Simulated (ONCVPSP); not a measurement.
Which setting gave this result? (technetium (Tc), ONCV)

Base potential:

ONCVPSP 4.0.1 input, shortened (lines: element, Z, core and valence counts, functional; n l f; lmax; l rc ep ncon nbas qcut; lloc lpopt rc5 dvloc0; l nproj debl; icmod fcfact rcfact), PBE, scalar-relativistic:

```
  Tc 43.00    7    3        4      upf
    1    0    2.00
    2    0    2.00
    2    1    6.00
    3    0    2.00
    3    1    6.00
    3    2   10.00
    4    0    2.00
    4    1    6.00
    4    2    5.00
    5    0    2.00
    3
    0    2.85    0.00    3    7    2.50
    1    1.30    0.00    3    7    5.40
    2    1.95    0.00    4    8    8.10
    3    2.60    0.30    4    7    4.10
    4    5    0.95    0.00
    0    3    1.70
    1    2    1.90
    2    3    1.00
    3    2    1.80
    0    0.00    0.00
```

Cutoffs, loose and tight: the cutoffs (Ha) at which the residual kinetic energy of the hardest occupied pseudo-wave falls to 1 and 0.1 mHa per electron. They do not see the model core or the augmentation charge, which bear on the density cutoff. Test errors are all-electron minus pseudo excitation energies from the reference, over the configurations 4p6 4d5 5s1; 4p6 4d5 5s0; 4p6 4d4 5s0; 4p6 4d5 5s1 5p1; variants that change the core or the reference have their own tests.

Only the scale of all radii (base = 1) is moved:

```tsv
scale of all radii (base = 1)	cutoff, loose	cutoff, tight	bound ghosts	largest test error (meV)
0.79	141 Ha	218 Ha	s	+72
0.83	126 Ha	199 Ha	s	+74
0.88	111 Ha	176 Ha	s	+68
0.96	65 Ha	139 Ha	s	+43
1.03	20 Ha	91 Ha	s	-35
1.07	20 Ha	81 Ha	s	-41
1.22	18 Ha	22 Ha	s	-154
1.26	18 Ha	21 Ha	s	-211
1.34	16 Ha	19 Ha	s	-299
```

Question: One more run gave cutoff, loose: 19 Ha; cutoff, tight: 23 Ha; bound ghosts: s; largest test error (meV): -98. Which value of the scale of all radii (base = 1) was used?

Answer: 1.16. The tight cutoff moves one way along this sweep, from 218 Ha at 0.79 to 19 Ha at 1.34, which places the run between 1.07 and 1.22.
